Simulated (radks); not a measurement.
Values are calculated unless marked as measured or tabulated.
All-electron atom: Rh I in [Kr] 4d7.5 5s1.5 (fractional occupations, a model configuration).

Level of theory: scalar-relativistic Kohn-Sham, BLYP, spin-polarised, spherical densities, point nucleus; open shells are filled with parallel spins first (spin-orbit coupling, left out, can overturn this in heavy ions) (a radial shooting solver on a logarithmic mesh with Libxc functionals).

Energy parts (hartree):
part                        energy
total                  -4784.68554
kinetic                 4955.58954
electron-nucleus      -11545.97265
Hartree                 1944.70956
exchange-correlation    -139.01199

Orbitals (lengths in bohr, moments of r in powers of bohr; r(90%) holds 90 % of the orbital's charge):
orbital  occ.  eigenvalue (hartree)  r(90%)
1s up       1             -846.8727  0.0585
1s down     1             -846.8724  0.0585
2s up       1             -122.8359   0.219
2s down     1             -122.8218   0.219
2p up       3             -110.1021   0.201
2p down     3             -110.0913   0.201
3s up       1             -21.99107   0.576
3s down     1             -21.98350   0.576
3p up       3             -17.80714   0.589
3p down     3             -17.79859   0.589
3d up       5             -11.11544   0.588
3d down     5             -11.10248   0.588
4s up       1              -3.11589    1.42
4s down     1              -3.05463    1.42
4p up       3              -1.93495    1.60
4p down     3              -1.87107    1.60
4d up       5              -0.28690    2.49
4d down   2.5              -0.22683    2.59
5s up       1              -0.18664    4.77
5s down   0.5              -0.16067    5.03

The highest occupied level is 5s down at -4.372 eV. Summed over all electrons, <r^2> = 53.57 bohr^2, which gives a Langevin (diamagnetic) susceptibility term of -42.4 x 10^-6 cm^3/mol. The density falls to 0.001 e/bohr^3 at r = 4.51 bohr.
